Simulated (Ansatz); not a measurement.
Reactions of `C[S][Cd][F]`.

Program: Ansatz. Geometries: PBE0-D4/def2-TZVP. ΔE: electronic, gas phase. CBS: MP2 limit from def2 TZ/QZ plus the TZ coupled-cluster correction, frozen cores. Functionals use def2-TZVPP. def2 core potentials past Kr. For Cd, Ge, Sn outer-core shells are correlated without core-valence functions, which leaves a few kJ/mol of doubt a bond. Scalar relativity is left out up to krypton. One conformer a species, not always the lowest.

```
                                                                 reaction  CCSD(T)/CBS(def2) (kcal/mol)
            `C[S][Cd][F]` + `CN(C)[Si]Cl` → `C[S][Cd][Cl]` + `CN(C)[Si]F`                         -28.8
      `C[S][Cd][F]` + `[OH][GeH2][OH]` → `C[O][GeH2][OH]` + `[F][Cd][SH]`                             ?
`C[S][Cd][F]` + `[SiH3][O][Sn][Cl]` → `[F][Cd][Cl]` + `C[S][Sn][O][SiH3]`                             ?
      `C[S][Cd][F]` + `C[CH2][Cd][OH]` → `C[CH2][Cd][F]` + `C[S][Cd][OH]`                          -1.8
              `C[S][Cd][F]` + `C[S][SnH3]` → `C[S][Cd][S]C` + `[F][SnH3]`                          -8.7
                 `C[S][Cd][F]` + `CSC(O)=S` → `COC(=S)SC` + `[F][Cd][SH]`                           4.6
```

Q: Fill in the missing values. (An estimate is asked.)

A: Computed: `C[S][Cd][F]` + `[OH][GeH2][OH]` → `C[O][GeH2][OH]` + `[F][Cd][SH]`: +8.0 kcal/mol; `C[S][Cd][F]` + `[SiH3][O][Sn][Cl]` → `[F][Cd][Cl]` + `C[S][Sn][O][SiH3]`: +1.8 kcal/mol.

Largest T1 diagnostic: 0.016, for `CSC(O)=S`.
